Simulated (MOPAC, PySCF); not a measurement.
cyclo[28]carbon `C1#CC#CC#CC#CC#CC#CC#CC#CC#CC#CC#CC#CC#CC#C1`, neutral singlet in the gas phase. 

Cartesian coordinates (Å):
SMILES: C1#CC#CC#CC#CC#CC#CC#CC#CC#CC#CC#CC#CC#CC#C1
```xyz
28

C     -5.6095     1.3503    -0.0013
C     -5.2042     2.5066    -0.0008
C     -4.4662     3.6489    -0.0011
C     -3.6004     4.5158    -0.0012
C     -2.4401     5.2253     0.0002
C     -1.2840     5.6310     0.0012
C      0.0691     5.7678     0.0021
C      1.2867     5.6314     0.0028
C      2.5650     5.1670     0.0036
C      3.6023     4.5151     0.0039
C      4.5527     3.5422     0.0032
C      5.2048     2.5050     0.0032
C      5.6392     1.2162     0.0026
C      5.7768    -0.0013     0.0029
C      5.6096    -1.3511     0.0018
C      5.2045    -2.5074     0.0014
C      4.4687    -3.6512     0.0003
C      3.6012    -4.5164    -0.0004
C      2.4415    -5.2268    -0.0016
C      1.2844    -5.6296    -0.0021
C     -0.0687    -5.7662    -0.0028
C     -1.2862    -5.6288    -0.0023
C     -2.5647    -5.1653    -0.0019
C     -3.6029    -4.5147    -0.0018
C     -4.5537    -3.5422    -0.0032
C     -5.2071    -2.5057    -0.0035
C     -5.6410    -1.2167    -0.0031
C     -5.7782     0.0008    -0.0021
```
Charge 0, multiplicity 1.

All levels are single points at this geometry (CAM-B3LYP-D3(BJ)/def2-SVP); Pople sets use spherical d functions. Orbital energies aren't observables, and empty levels follow the basis.

| level | HOMO (eV) | LUMO (eV) | gap (eV) | dipole (D) | vertical IE, Delta-SCF (eV) |
|---|---|---|---|---|---|
| CAM-B3LYP-D3(BJ)/def2-SVP in PySCF | -7.42 | -2.97 | 4.45 | 0.02 | 7.84 |
| PBE-D3(BJ)/def2-SVP in PySCF | -5.67 | -4.44 | 1.23 | 0.00 | 7.08 |
| PBE0-D3(BJ)/def2-SVP in PySCF | -6.52 | -3.97 | 2.55 | 0.01 | 7.53 |
| HF/STO-3G in PySCF | -5.95 | 2.66 | 8.61 | 0.01 | – |
| AM1 in MOPAC | -9.00 | -1.95 | 7.06 | 0.01 | – |
| PM3 in MOPAC | -8.81 | -1.74 | 7.07 | 0.01 | – |
| PM6 in MOPAC | -9.29 | -2.00 | 7.29 | 0.01 | – |
| PM7 in MOPAC | -9.24 | -2.15 | 7.09 | 0.01 | – |
